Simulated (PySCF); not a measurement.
A species of formula C7H8O has this rotational fingerprint, computed with CAM-B3LYP/def2-SVPD in PySCF (dipole) on a GFN2-xTB geometry, gas phase:

- Rotational constants: A = 5798, B = 1211, C = 1095 MHz
- Dipole components: |μa| = 0.60 D, |μb| = 0.13 D, |μc| = 0.31 D
- Inertial defect: -42.87 u·Å²
- κ: -0.95

Question: Which candidate fits, each taken in the one conformer that was computed?
A. `[CH3:1][CH2:2]/[CH:3]=[CH:4]\[C:5]#[C:6][CH:7]=[O:8]` with C1–C2–C3–C4 -118°
B. `[CH2:1]=[C:2]([CH3:3])[c:4]1[cH:5][cH:6][o:7][cH:8]1` with C1–C2–C4–C5 0°
C. `[CH2:1]=[CH:2][CH2:3][c:4]1[cH:5][cH:6][o:7][cH:8]1` with C1–C2–C3–C4 121°, C2–C3–C4–C5 -76°
D. `[O:1]=[CH:2][C@@:3]12[CH:4]=[CH:5][CH2:6][C@@H:7]1[CH2:8]2` with O1–C2–C3–C4 -178°

Answer: C. It is C=CCc1ccoc1, a near-prolate asymmetric top, point group C1. The candidates at the same level (rigid rotor, commonest isotopes):

| SMILES | A (MHz) | B (MHz) | C (MHz) | μa (D) | μb (D) | μc (D) | Δ (u·Å²) | point group | rotor |
| --- | --- | --- | --- | --- | --- | --- | --- | --- | --- |
| C=CCc1ccoc1 | 5798 | 1211 | 1095 | 0.60 | 0.13 | 0.31 | -42.87 | C1 | near-prolate asymmetric top |
| C=C(C)c1ccoc1 | 4784 | 1568 | 1190 | 0.37 | 0.10 | 0.00 | -3.13 | Cs | asymmetric top |
| CC/C=C\C#CC=O | 5059 | 788.1 | 706.5 | 4.95 | 0.51 | 0.57 | -25.81 | C1 | near-prolate asymmetric top |
| O=C[C@@]12C=CC[C@@H]1C2 | 4551 | 1727 | 1491 | 3.11 | 0.63 | 0.41 | -64.59 | C1 | asymmetric top |

`C=C(C)c1ccoc1` has B 29 % too high; `CC/C=C\C#CC=O` has C 35 % too low; `O=C[C@@]12C=CC[C@@H]1C2` has B 43 % too high. No structure here is proved a minimum.
